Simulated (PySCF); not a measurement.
iodine atom (I), doublet (core potentials on I); PySCF with CASSCF(9,7)/def2-SVP.

Input for PySCF:
```python
from pyscf import gto, scf, mcscf
import numpy

mol = gto.M(
    atom='''
I     0.00000000    0.00000000    0.00000000
''',
    basis='def2-svp',
    ecp={'I': 'def2-svp'},
    spin=1,
    verbose=4,
)

mf = scf.ROHF(mol)
mf.kernel()
mc = mcscf.CASSCF(mf, 7, 9)
mc.fix_spin_(ss=0.75)
mc.kernel()
occ = numpy.linalg.eigvalsh(mc.fcisolver.make_rdm1(mc.ci, mc.ncas, mc.nelecas))[::-1]
ss = mc.fcisolver.spin_square(mc.ci, mc.ncas, mc.nelecas)[0]
print('natural occupations', occ.round(4), ' <S^2>', round(ss, 4))
```

Task: Write the output that PySCF gives for this input, abridged.

Result: 
```
PySCF version 2.14.0

[INPUT] verbose = 4
[INPUT] num. atoms = 1
[INPUT] num. electrons = 25
[INPUT] charge = 0
[INPUT] spin (= nelec alpha-beta = 2S) = 1
[INPUT] symmetry False subgroup None
[INPUT] Mole.unit = angstrom
[INPUT] Symbol           X                Y                Z      unit          X                Y                Z       unit  Magmom
[...]
nuclear repulsion = 0
number of shells = 10
number of NR pGTOs = 61
number of NR cGTOs = 26
basis = def2-svp
ecp = {'I': 'def2-svp'}

******** <class 'pyscf.scf.rohf.ROHF'> ********
method = ROHF
initial guess = minao
damping factor = 0
level_shift factor = 0
DIIS = <class 'pyscf.scf.diis.CDIIS'>
diis_start_cycle = 1
diis_space = 8
diis_damp = 0
SCF conv_tol = 1e-09
SCF conv_tol_grad = None
SCF max_cycles = 50
direct_scf = True
direct_scf_tol = 1e-13
num. doubly occ = 12  num. singly occ = 1
Set gradient conv threshold to 3.16228e-05
init E= -264.636557067808
[...]
cycle= 1 E= -296.029222300689  delta_E= -31.4  |g|= 1.82  |ddm|= 5.14
[...]
cycle= 2 E= -296.604071137987  delta_E= -0.575  |g|= 0.569  |ddm|= 2.61
[...]
cycle= 3 E= -296.646235259234  delta_E= -0.0422  |g|= 0.0217  |ddm|= 0.418
[...]
cycle= 4 E= -296.64652173174  delta_E= -0.000286  |g|= 0.00416  |ddm|= 0.0498
[...]
cycle= 5 E= -296.646535990214  delta_E= -1.43e-05  |g|= 0.000228  |ddm|= 0.0126
[...]
cycle= 6 E= -296.646536013759  delta_E= -2.35e-08  |g|= 2.85e-05  |ddm|= 0.000421
[...]
cycle= 7 E= -296.646536014135  delta_E= -3.77e-10  |g|= 2.21e-06  |ddm|= 8.27e-05
[...]
Extra cycle  E= -296.646536014137  delta_E= -1.65e-12  |g|= 5.58e-07  |ddm|= 3.88e-06
converged SCF energy = -296.646536014137

******** <class 'pyscf.mcscf.mc1step.CASSCF'> ********
CAS (5e+4e, 7o), ncore = 8, nvir = 11
max_cycle_macro = 50
max_cycle_micro = 4
conv_tol = 1e-07
conv_tol_grad = None
orbital rotation max_stepsize = 0.02
orbital rotation threshold for CI restart = 0.01
augmented hessian ah_max_cycle = 30
augmented hessian ah_conv_tol = 1e-12
augmented hessian ah_linear dependence = 1e-14
augmented hessian ah_level shift = 1e-08
augmented hessian ah_start_tol = 2.5
augmented hessian ah_start_cycle = 3
augmented hessian ah_grad_trust_region = 3
kf_trust_region = 3
kf_interval = 4
ci_response_space = 4
ci_grad_trust_region = 3
with_dep4 0
natorb = False
canonicalization = True
sorting_mo_energy = False
ao2mo_level = 2
internal_rotation = False
******** <class 'pyscf.fci.addons.SpinPenaltyFCISolver'> ********
max. cycles = 50
conv_tol = 1e-08
[...]
CASCI E = -296.650470619127  S^2 = 0.7500000
[...]
macro iter  24 ( 21 JK    4 micro), CASSCF E = -296.666416711033  dE = -3.27886547e-03  S^2 = 0.7500000
               |grad[o]|=0.00613  |grad[c]|=0.00869  |ddm|=0.00391  |maxRot[o]|=0.314
macro iter  25 ( 17 JK    4 micro), CASSCF E = -296.668168579060  dE = -1.75186803e-03  S^2 = 0.7500000
               |grad[o]|=0.00513  |grad[c]|=0.0193  |ddm|=0.00389  |maxRot[o]|=0.228
macro iter  26 ( 12 JK    3 micro), CASSCF E = -296.668644777232  dE = -4.76198172e-04  S^2 = 0.7500000
               |grad[o]|=0.00311  |grad[c]|=0.0199  |ddm|=0.00231  |maxRot[o]|=0.106
macro iter  27 (  7 JK    2 micro), CASSCF E = -296.668813569531  dE = -1.68792299e-04  S^2 = 0.7500000
               |grad[o]|=0.00186  |grad[c]|=0.0095  |ddm|=0.00148  |maxRot[o]|=0.0543
macro iter  28 (  6 JK    2 micro), CASSCF E = -296.668870532517  dE = -5.69629864e-05  S^2 = 0.7500000
               |grad[o]|=0.00103  |grad[c]|=0.00613  |ddm|=0.000857  |maxRot[o]|=0.0496
macro iter  29 (  5 JK    2 micro), CASSCF E = -296.668888604593  dE = -1.80720760e-05  S^2 = 0.7500000
               |grad[o]|=0.000531  |grad[c]|=0.00159  |ddm|=0.000455  |maxRot[o]|=0.0256
macro iter  30 (  9 JK    3 micro), CASSCF E = -296.668892502032  dE = -3.89743889e-06  S^2 = 0.7500000
               |grad[o]|=0.000293  |grad[c]|=0.00585  |ddm|=0.00039  |maxRot[o]|=0.048
macro iter  31 (  6 JK    2 micro), CASSCF E = -296.668897459280  dE = -4.95724817e-06  S^2 = 0.7500000
               |grad[o]|=0.000427  |grad[c]|=0.00648  |ddm|=0.000477  |maxRot[o]|= 0.05
macro iter  32 (  3 JK    1 micro), CASSCF E = -296.668898485438  dE = -1.02615786e-06  S^2 = 0.7500000
               |grad[o]|=0.000127  |grad[c]|=0.00108  |ddm|=0.000109  |maxRot[o]|=0.0182
macro iter  33 (  3 JK    1 micro), CASSCF E = -296.668898712996  dE = -2.27557905e-07  S^2 = 0.7500000
               |grad[o]|=4.85e-05  |grad[c]|=0.000333  |ddm|=3.76e-05  |maxRot[o]|=0.00326
macro iter  34 (  1 JK    1 micro), CASSCF E = -296.668898713001  dE = -4.94537744e-12  S^2 = 0.7500000
               |grad[o]|=2.61e-05  |grad[c]|=3.28e-06  |ddm|=    0  |maxRot[o]|=    0
1-step CASSCF converged in  34 macro (345 JK  85 micro) steps
CASSCF canonicalization
Density matrix diagonal elements [1.99987886 1.9912153  1.99612964 1.9892224  1.00098228 0.01137178
 0.01119973]
CASSCF energy = -296.668898713001
CASCI E = -296.668898713001  E(CI) = -23.7834548561287  S^2 = 0.7500000
natural occupations [1.9999 1.9999 1.9912 1.9855 1.001  0.0114 0.0111]  <S^2> 0.75
```
